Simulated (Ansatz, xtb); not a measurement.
# Relative energy of two structures of CH4GeSe

Structure X is `[CH2]1[GeH2][Se]1`, a singlet and structure Y is a singlet given by its coordinates. Both are isolated molecules in the gas phase, relaxed with PBE0-D3(BJ)/pcseg-1.

X (Å):

```xyz
7

C    -0.1567   -0.5256    0.2531
Ge    1.7555   -0.5387   -0.0357
Se    0.1564   -0.7490   -1.7314
H    -0.6418    0.4193    0.4978
H    -0.6229   -1.4007    0.7057
H     2.5138    0.7828    0.0339
H     2.5405   -1.7947    0.3282
```

Y (Å):

```xyz
7

C    -0.1208   -0.2248    0.1977
Ge    2.9506   -1.6841   -0.4943
Se    0.6609   -2.0039   -0.1072
H     2.8328   -0.0998   -0.3205
H    -0.8465   -0.0288   -0.5958
H    -0.6241   -0.2361    1.1681
H     0.6734    0.5238    0.1852
```

Close contacts (Å): C1–Se3 1.97, Ge2–Se3 2.34, C1–H5 1.09, C1–H6 1.09, C1–H7 1.09, Ge2–H4 1.60.

Estimate E(Y) − E(X) at the level CCSD(T)/def2-TZVP.

Calculated at CCSD(T)/def2-TZVP: E(Y) − E(X) = −5.5 kcal/mol, so structure Y lies lower.

The same difference at several levels:

| level | geometry | E(Y) − E(X) (kcal/mol) | departure from the last row (kcal/mol) | job, with rough time for the two |
| --- | --- | --- | --- | --- |
| PBE0-D3(BJ)/pcseg-1 | PBE0-D3(BJ)/pcseg-1 | −11.1 | −5.6 | optimisation, 19 s |
| HF/def2-TZVP | PBE0-D3(BJ)/pcseg-1 | −11.1 | −5.6 | part of the CCSD(T) run |
| MP2/def2-TZVP | PBE0-D3(BJ)/pcseg-1 | −2.1 | +3.4 | part of the CCSD(T) run |
| CCSD(T)/def2-TZVP | PBE0-D3(BJ)/pcseg-1 | −5.5 |  | single point, 58 s |

None of the levels shown reverses the order. The largest departure from CCSD(T)/def2-TZVP is that of HF/def2-TZVP, 5.6 kcal/mol. Levels run at GFN2-xTB geometries aren't shown.

With harmonic frequencies from PBE0-D3(BJ)/pcseg-1 (ideal gas, rigid rotor, one conformer each, 298.15 K, 1 atm): on the last row, ΔE + ΔZPE = −4.3 kcal/mol. A mode under 50 cm⁻¹ makes harmonic enthalpies and free energies unreliable, so none is given.

The correlated steps freeze 19 core orbitals; the filled d shell of Ge and Se is correlated, in a basis made for valence electrons. Programs: Ansatz 0.2.0; the last row on 2 threads of Intel(R) Xeon(R) Processor @ 2.70GHz on a shared host.
